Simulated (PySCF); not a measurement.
1-chloro-3-ethynylbenzene, C8H5Cl.
SMILES with atom numbers: `[CH:1]#[C:2][c:3]1[cH:4][cH:5][cH:6][c:7]([Cl:8])[cH:9]1`

Definitions: NICS(0) = −σiso at the ring centroid; NICS(1) = −σiso and NICS(1)zz = −σzz at ±1 Å along the ring normal z. Level: GIAO PBE0/pcSseg-1 (PySCF, non-relativistic, gas phase) on the GFN2-xTB geometry, one conformer.

Ring bond lengths (Å), with Mayer bond orders in brackets: C3–C4 1.395 (1.40), C4–C5 1.382 (1.45), C5–C6 1.385 (1.42), C6–C7 1.387 (1.35), C7–C9 1.382 (1.36), C9–C3 1.394 (1.38).

Task: What do the NICS probes read (ppm)?

Result: 
```csv
ring,type,NICS(0),"NICS(1), two faces","NICS(1)zz, two faces",rms pucker (Å),"centre to ring atoms, mean (Å)"
C3–C4–C5–C6–C7–C9,6-membered carbocycle; formal bonds all aromatic,-9.1,-10.8 / -10.8,-26.1 / -26.1,0.00,1.39
```

Task: What can be read from them?

Result: 
- C3–C4–C5–C6–C7–C9: mean NICS(1)zz -26.1 ppm, shielded, aromatic by this magnetic criterion (flat ring, no four-coordinate atom).

Task: And the bond-length index? HOMA = 1 − mean of α(R − Ropt)² over the ring bonds, with Krygowski's 1993 parameters (CC: Ropt 1.388 Å, α 257.7 Å⁻²).

Result: 
- C3–C4–C5–C6–C7–C9: HOMA 0.99 = 1 − EN − GEO, with mean bond length 1.388 Å, EN = α(Ropt − mean)² = 0.000 and GEO = α × variance = 0.007. The geometric and the magnetic index point the same way.

Task: Give the inner angles of the rings and the Hirshfeld charges of the ring atoms.

Result: 
- C3–C4–C5–C6–C7–C9: C3 119.9° (+0.011 e), C4 119.9° (-0.039 e), C5 120.6° (-0.038 e), C6 119.2° (-0.053 e), C7 121.2° (+0.019 e), C9 119.2° (-0.049 e); sum 720.0° against 720° for a flat convex ring.
